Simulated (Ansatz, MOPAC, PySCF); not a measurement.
Noncovalent pair: GeH4O2 (SMILES [OH][GeH2][OH]) (first 7 atoms) with CH4 (SMILES C); geometry from B3LYP-D3(BJ)/def2-TZVP, rigid monomers moved along the line of their centres of mass till H7···C8 is 2.42 Å.
(charge 0, multiplicity 1):
```xyz
12

O      1.004    -0.954    -0.010
Ge    -0.477     0.022    -0.242
O     -0.304     1.595     0.583
H      1.788    -0.539    -0.383
H     -0.678     0.403    -1.715
H     -1.577    -0.841     0.386
H     -0.199     1.500     1.536
C      0.338    -0.101     3.270
H      0.510    -0.642     4.199
H      0.807     0.881     3.342
H      0.771    -0.655     2.438
H     -0.737     0.011     3.123
```

Interaction energies are E(AB) − E(A) − E(B) at the monomers' geometry in the complex; basis-set methods are counterpoise corrected.

Rows in 6-31G* carry no dispersion term and start afresh at each structure (6-31G* with six Cartesian d functions); the Pople sets are all-electron and without relativity. The state reached by PM7 isn't checked; PM7 holds dispersion and hydrogen-bond terms.

The values were computed with Ansatz (a quantum-chemistry and plane-wave program); MOPAC for PM7 (differences of heats of formation); PySCF for 6-31G* rows. Each number belongs to the level named beside it.

### Question
One of these levels gives -67.5 meV for the interaction energy. Name it.
A) PBE/def2-TZVPPD
B) r2SCAN/def2-TZVPPD
C) B3LYP/6-31G*
D) PM7

### Answer
D, PM7. The others give 1.7 (PBE/def2-TZVPPD), -44.2 (r2SCAN/def2-TZVPPD), 48.6 (B3LYP/6-31G*)
